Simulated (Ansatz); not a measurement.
Geometry optimisation, Ansatz, RHF/def2-SVP.

The input (input.yaml):

```yaml
crystal:
  periodic: [false, false, false]
  atoms:
    - { symbol: B, position_ang: [0.0, 0.0, 0.0] }
    - { symbol: F, position_ang: [0.0, 0.0, 1.67] }
    - { symbol: Cl, position_ang: [1.6108, 0.0, -0.93] }
    - { symbol: Cl, position_ang: [-1.6108, 0.0, -0.93] }
    - { symbol: Cl, position_ang: [0.0903, -2.0478, 0.6811] }
    - { symbol: H, position_ang: [0.047, -1.0669, 1.6505] }
basis:
  gaussian: { orbitals: def2-SVP }
hamiltonian:
  xc: hf
relax:
  f_tol: 0.15
  max_steps: 25
  restrain:
    - { distance: [0, 4], at: 1.86, k: 30.0 }
    - { distance: [5, 1], at: 0.92, k: 30.0 }
    - { distance: [0, 1], at: 2.52, k: 30.0 }
    - { distance: [5, 4], at: 2.57, k: 30.0 }
```

Launched with:

```bash
$ ansatz run input.yaml --threads 1 --pin off --max-ram 2048MiB --backend cpu --events-out ev --progress --plain --runs-dir out
```

Task: Where does it end, and by what steps?

Result: The run converged. The restraints hold the end off the free minimum. After 7 steps the energy has fallen by 3.117 eV (the restraints' own energy left out); B1 moved furthest, 0.75 Å. Parted: Cl5–H6 (1.38 → 2.57 Å).

```csv
step,energy less start (eV),largest force component (eV/Å),accepted
0,0.0000,5.672,yes
1,-1.0522,3.882,yes
2,-1.9573,4.061,yes
3,-2.7027,2.750,yes
4,-3.0274,2.506,yes
5,-3.0906,1.214,yes
6,-3.1119,1.032,yes
7,-3.1171,1.036,yes
```

```xyz
6
Properties=species:S:1:pos:R:3
B 0.022 -0.579 -0.477
F 0.017 0.137 1.946
Cl 1.529 0.189 -0.893
Cl -1.514 0.132 -0.885
Cl 0.056 -2.273 0.200
H 0.028 -0.720 2.251
```

Time of the run: 20 s on 1 thread of Intel(R) Xeon(R) Platinum 8259CL CPU @ 2.50GHz (Skylake/Cascade Lake) (shared host), peak memory 0.18 GiB.
